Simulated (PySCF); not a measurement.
ZnF2, SMILES [F][Zn][F]. Heavy atoms are numbered as in [Zn:1]([F:2])[F:3].

Coordinates come from a PBE0-D3(BJ)/def2-TZVP optimisation. The isomer is the one that the SMILES or the coordinates give; other isomers of the formula were not compared.

Method: HF/pcSseg-2 (PySCF).

GIAO shieldings, no solvent; atoms alike by connectivity are averaged. δ = σ(ref) − σ: ¹⁹F against CFCl3 (σ = 237.3 ppm), references at their B3LYP-D3(BJ)/def2-TZVP geometries, non-relativistic.

Computed chemical shifts:
```
nucleus  atoms  count  δ (ppm)
-------  -----  -----  -------
¹⁹F         F2      2   -259.8
```
